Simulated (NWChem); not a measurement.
System: aniline (C6H7N); SMILES c1cc(ccc1)N

Here is an NWChem input.

```
start job
memory heap 200 mb stack 900 mb global 1100 mb
geometry units angstroms noautoz
  N     -0.055913     2.325383     0.000000
  C     -0.006670     0.945104     0.000000
  C     -0.005788     0.222363     1.206175
  C     -0.005128    -1.168667     1.200086
  C     -0.004705    -1.879537     0.000000
  C     -0.005128    -1.168667    -1.200086
  C     -0.005788     0.222363    -1.206175
  H      0.254345     2.787436    -0.844391
  H      0.254345     2.787436     0.844391
  H     -0.009804     0.764922     2.156037
  H     -0.003346    -1.705007     2.152794
  H     -0.003194    -2.971394     0.000000
  H     -0.003346    -1.705007    -2.152794
  H     -0.009804     0.764922    -2.156037
end
basis spherical
  * library 6-31g*
end
dft
  xc b3lyp
  iterations 150
  mulliken
end
task dft energy
```

NWChem printed, in part:

```
             Northwest Computational Chemistry Package (NWChem) 7.3.0
             --------------------------------------------------------

 CS  symmetry detected

                             Geometry "geometry" -> ""
                             -------------------------

 Output coordinates in angstroms (scale by  1.889725989 to convert to a.u.)

  No.       Tag          Charge          X              Y              Z
 ---- ---------------- ---------- -------------- -------------- --------------
    1 N                    7.0000    -0.05072764    -2.32467454     0.00000000
    2 C                    6.0000    -0.00324020    -0.94433402     0.00000000
    3 C                    6.0000    -0.00327743    -0.22159249     1.20617500
    4 C                    6.0000    -0.00438663     1.16943723     1.20008600
    5 C                    6.0000    -0.00486775     1.88030719     0.00000000
    6 C                    6.0000    -0.00438663     1.16943723    -1.20008600
    7 C                    6.0000    -0.00327743    -0.22159249    -1.20617500
    8 H                    1.0000     0.26011778    -2.78633256    -0.84439100
    9 H                    1.0000     0.26011778    -2.78633256     0.84439100
   10 H                    1.0000    -0.00660336    -0.76415616     2.15603700
   11 H                    1.0000    -0.00328678     1.70577906     2.15279400
   12 H                    1.0000    -0.00474545     2.97216523     0.00000000
   13 H                    1.0000    -0.00328678     1.70577906    -2.15279400
   14 H                    1.0000    -0.00660336    -0.76415616    -2.15603700

 Effective nuclear repulsion energy (a.u.)     271.3206142199

      Symmetry information
      --------------------

 Group name             Cs
 Group number              2
 Group order               2
 No. of unique centers     9

                                 NWChem DFT Module
                                 -----------------

 Summary of "ao basis" -> "ao basis" (spherical)
 ------------------------------------------------------------------------------
       Tag                 Description            Shells   Functions and Types
 ---------------- ------------------------------  ------  ---------------------
 N                           6-31g*                  6       14   3s2p1d
 C                           6-31g*                  6       14   3s2p1d
 H                           6-31g*                  2        2   2s

      Symmetry analysis of basis
      --------------------------

        a'         66
        a"         46

            General Information
            -------------------
          SCF calculation type: DFT
          Wavefunction type:  closed shell.
          No. of atoms     :    14
          No. of electrons :    50
           Alpha electrons :    25
            Beta electrons :    25
          Charge           :     0
          Spin multiplicity:     1
          Use of symmetry is: on ; symmetry adaption is: on
          Maximum number of iterations: 150
          AO basis - number of functions:   112
                     number of shells:    56
          Convergence on energy requested:  1.00D-06
          Convergence on density requested:  1.00D-05
          Convergence on gradient requested:  5.00D-04

              XC Information
              --------------
                         B3LYP Method XC Potential
                     Hartree-Fock (Exact) Exchange  0.200
                        Slater Exchange Functional  0.800 local
                    Becke 1988 Exchange Functional  0.720 non-local
              Lee-Yang-Parr Correlation Functional  0.810
                  VWN I RPA Correlation Functional  0.190 local

             Grid Information
             ----------------
          Grid used for XC integration:  medium
          Radial quadrature: Mura-Knowles
          Angular quadrature: Lebedev.
          Tag              B.-S. Rad. Rad. Pts. Rad. Cut. Ang. Pts.
          ---              ---------- --------- --------- ---------
          N                   0.65       49          12.0       434
          C                   0.70       49          11.0       434
          H                   0.35       45          13.0       434
          Grid pruning is: on
          Number of quadrature shells:   425
          Spatial weights used:  Erf1

      Superposition of Atomic Density Guess
      -------------------------------------

 Sum of atomic energies:        -283.74289091

      Non-variational initial energy
      ------------------------------

 Total energy =    -288.605294
 1-e energy   =    -918.683110
 2-e energy   =     358.757201
 HOMO         =      -0.223400
 LUMO         =       0.011367

      Symmetry analysis of molecular orbitals - initial
      -------------------------------------------------

  Numbering of irreducible representations:

     1 a'          2 a"

  Orbital symmetries:

     1 a'          2 a'          3 a"          4 a'          5 a'
     6 a"          7 a'          8 a'          9 a'         10 a"
    11 a'         12 a"         13 a'         14 a'         15 a"
    16 a'         17 a'         18 a"         19 a"         20 a'
    21 a'         22 a'         23 a"         24 a"         25 a'
    26 a"         27 a'         28 a'         29 a'         30 a"
    31 a'         32 a'         33 a"         34 a'         35 a"

     ---------------------------------------------
      Total Density - Mulliken Population Analysis
     ---------------------------------------------

    Atom       Charge   Shell Charges
 -----------   ------   -------------------------------------------------------
    1 N    7     7.99   2.00  0.81  2.59  0.84  1.73  0.02
    2 C    6     5.63   2.00  0.72  1.78  0.40  0.68  0.06
    3 C    6     6.29   2.00  0.74  1.97  0.51  1.03  0.03
    4 C    6     6.23   2.00  0.74  1.93  0.54  0.99  0.04
    5 C    6     6.28   2.00  0.74  1.98  0.52  1.01  0.04
    6 C    6     6.23   2.00  0.74  1.93  0.54  0.99  0.04
    7 C    6     6.29   2.00  0.74  1.97  0.51  1.03  0.03
    8 H    1     0.58   0.42  0.16
    9 H    1     0.58   0.42  0.16
   10 H    1     0.78   0.46  0.32
   11 H    1     0.78   0.47  0.32
   12 H    1     0.78   0.47  0.32
   13 H    1     0.78   0.47  0.32
   14 H    1     0.78   0.46  0.32

   convergence    iter        energy       DeltaE   RMS-Dens  Diis-err
 ---------------- ----- ----------------- --------- --------- ---------
 d= 0,ls=0.0,diis     1   -287.5210422954 -5.59D+02  7.54D-03  6.05D-01
 d= 0,ls=0.0,diis     2   -287.5812423450 -6.02D-02  3.55D-03  1.19D-01
 d= 0,ls=0.0,diis     3   -287.5825122299 -1.27D-03  2.25D-03  9.90D-02
 d= 0,ls=0.0,diis     4   -287.5946865652 -1.22D-02  6.10D-04  5.40D-03
 d= 0,ls=0.0,diis     5   -287.5953887223 -7.02D-04  1.55D-04  5.36D-04
  Resetting Diis
 d= 0,ls=0.0,diis     6   -287.5954562705 -6.75D-05  2.65D-05  9.77D-06
 d= 0,ls=0.0,diis     7   -287.5954570334 -7.63D-07  2.48D-05  2.99D-06
 d= 0,ls=0.0,diis     8   -287.5954565280  5.05D-07  1.50D-05  7.21D-06
 d= 0,ls=0.0,diis     9   -287.5954574019 -8.74D-07  1.05D-06  2.16D-08

         Total DFT energy =     -287.595457401912
      One electron energy =     -924.690770149646
           Coulomb energy =      407.918562242724
    Exchange-Corr. energy =      -42.143863714850
 Nuclear repulsion energy =      271.320614219860

 Numeric. integr. density =       50.000008543106

                  Occupations of the irreducible representations
                  ----------------------------------------------

                     irrep           alpha         beta
                     --------     --------     --------
                     a'               16.0         16.0
                     a"                9.0          9.0

                       DFT Final Molecular Orbital Analysis
                       ------------------------------------

 Vector   23  Occ=2.000000D+00  E=-3.023242D-01  Symmetry=a'
              MO Center= -6.6D-02, -1.8D-01,  4.6D-16, r^2= 4.7D+00
   Bfn.  Coefficient  Atom+Function         Bfn.  Coefficient  Atom+Function
  ----- ------------  ---------------      ----- ------------  ---------------
     3      0.360678   1 N  px                7      0.289204   1 N  px
    59     -0.268336   5 C  px               45     -0.215558   4 C  px
    73     -0.215558   6 C  px               63     -0.165553   5 C  px
    17      0.143489   2 C  px               49     -0.143153   4 C  px
    77     -0.143153   6 C  px                4      0.081213   1 N  py

 Vector   24  Occ=2.000000D+00  E=-2.392424D-01  Symmetry=a"
              MO Center= -3.1D-03,  4.6D-01, -2.9D-15, r^2= 2.9D+00
   Bfn.  Coefficient  Atom+Function         Bfn.  Coefficient  Atom+Function
  ----- ------------  ---------------      ----- ------------  ---------------
    31      0.296904   3 C  px               87     -0.296904   7 C  px
    45      0.291293   4 C  px               73     -0.291293   6 C  px
    35      0.216956   3 C  px               91     -0.216956   7 C  px
    49      0.205712   4 C  px               77     -0.205712   6 C  px

 Vector   25  Occ=2.000000D+00  E=-1.945413D-01  Symmetry=a'
              MO Center= -5.7D-02, -4.1D-01,  6.4D-16, r^2= 4.1D+00
   Bfn.  Coefficient  Atom+Function         Bfn.  Coefficient  Atom+Function
  ----- ------------  ---------------      ----- ------------  ---------------
     3      0.355916   1 N  px                7      0.326603   1 N  px
    59      0.291624   5 C  px               63      0.233502   5 C  px
    17     -0.225850   2 C  px               31     -0.222621   3 C  px
    87     -0.222621   7 C  px               35     -0.177665   3 C  px
    91     -0.177665   7 C  px               21     -0.158347   2 C  px

 Vector   26  Occ=0.000000D+00  E= 1.145423D-02  Symmetry=a"
              MO Center=  2.6D-03,  4.7D-01,  1.2D-15, r^2= 3.4D+00
   Bfn.  Coefficient  Atom+Function         Bfn.  Coefficient  Atom+Function
  ----- ------------  ---------------      ----- ------------  ---------------
    49     -0.425016   4 C  px               77      0.425016   6 C  px
    35      0.420933   3 C  px               91     -0.420933   7 C  px
    45     -0.318312   4 C  px               73      0.318312   6 C  px
    31      0.307674   3 C  px               87     -0.307674   7 C  px
     9     -0.091512   1 N  pz              100     -0.091278   8 H  s

 Vector   27  Occ=0.000000D+00  E= 2.704244D-02  Symmetry=a'
              MO Center= -4.8D-03,  2.5D-01, -1.3D-15, r^2= 4.0D+00
   Bfn.  Coefficient  Atom+Function         Bfn.  Coefficient  Atom+Function
  ----- ------------  ---------------      ----- ------------  ---------------
    63      0.485141   5 C  px               21      0.478534   2 C  px
    17      0.404334   2 C  px               59      0.348164   5 C  px
    49     -0.259852   4 C  px               77     -0.259852   6 C  px
     6      0.215279   1 N  s                 7     -0.199702   1 N  px
    35     -0.198574   3 C  px               91     -0.198574   7 C  px

 Vector   28  Occ=0.000000D+00  E= 8.190786D-02  Symmetry=a'
              MO Center=  2.5D-01, -2.3D+00, -1.1D-13, r^2= 5.1D+00
   Bfn.  Coefficient  Atom+Function         Bfn.  Coefficient  Atom+Function
  ----- ------------  ---------------      ----- ------------  ---------------
     6      1.432886   1 N  s               100     -1.013152   8 H  s
   102     -1.013152   9 H  s               104     -0.529880  10 H  s
   112     -0.529880  14 H  s                37      0.438653   3 C  pz
    93     -0.438653   7 C  pz               20      0.406506   2 C  s
     8     -0.363029   1 N  py               22      0.351707   2 C  py

     ---------------------------------------------
      Total Density - Mulliken Population Analysis
     ---------------------------------------------

    Atom       Charge   Shell Charges
 -----------   ------   -------------------------------------------------------
    1 N    7     7.78   2.00  0.76  2.56  0.87  1.56  0.03
    2 C    6     5.68   2.00  0.70  2.06  0.36  0.51  0.06
    3 C    6     6.18   2.00  0.68  2.09  0.49  0.89  0.03
    4 C    6     6.13   2.00  0.69  2.07  0.50  0.83  0.04
    5 C    6     6.14   2.00  0.69  2.09  0.49  0.84  0.04
    6 C    6     6.13   2.00  0.69  2.07  0.50  0.83  0.04
    7 C    6     6.18   2.00  0.68  2.09  0.49  0.89  0.03
    8 H    1     0.68   0.51  0.17
    9 H    1     0.68   0.51  0.17
   10 H    1     0.89   0.53  0.36
   11 H    1     0.88   0.53  0.35
   12 H    1     0.88   0.53  0.35
   13 H    1     0.88   0.53  0.35
   14 H    1     0.89   0.53  0.36

     -------------------------------------------
      Total Density - Lowdin Population Analysis
     -------------------------------------------

    Atom       Charge   Shell Charges
 -----------   ------   -------------------------------------------------------
    1 N    7     7.39   1.99  0.68  2.40  0.52  1.74  0.06
    2 C    6     5.97   1.99  0.51  1.84  0.35  1.14  0.14
    3 C    6     6.17   1.99  0.53  1.89  0.39  1.29  0.08
    4 C    6     6.12   1.99  0.53  1.86  0.40  1.26  0.09
    5 C    6     6.17   1.99  0.53  1.88  0.40  1.29  0.08
    6 C    6     6.12   1.99  0.53  1.86  0.40  1.26  0.09
    7 C    6     6.17   1.99  0.53  1.89  0.39  1.29  0.08
    8 H    1     0.76   0.48  0.28
    9 H    1     0.76   0.48  0.28
   10 H    1     0.88   0.50  0.38
   11 H    1     0.87   0.50  0.37
   12 H    1     0.87   0.50  0.38
   13 H    1     0.87   0.50  0.37
   14 H    1     0.88   0.50  0.38

     Multipole analysis of the density
     ---------------------------------

     L   x y z        total         alpha         beta         nuclear
     -   - - -        -----         -----         ----         -------
     0   0 0 0     -0.000000    -25.000000    -25.000000     50.000000

     1   1 0 0      0.392683      0.196341      0.196341      0.000000
     1   0 1 0     -0.602018     -0.301009     -0.301009     -0.000000
     1   0 0 1     -0.000000     -0.000000     -0.000000      0.000000

     2   2 0 0    -33.712923    -17.131490    -17.131490      0.550058
     2   1 1 0     -2.280228      0.161003      0.161003     -2.602233
     2   1 0 1      0.000000      0.000000      0.000000      0.000000
     2   0 2 0    -25.000182   -213.803221   -213.803221    402.606259
     2   0 1 1      0.000000      0.000000      0.000000     -0.000000
     2   0 0 2    -27.059621   -111.256988   -111.256988    195.454355
```

Level: B3LYP/6-31G* (spherical d). All runs use the structure optimised with PBE0/def2-SVP.
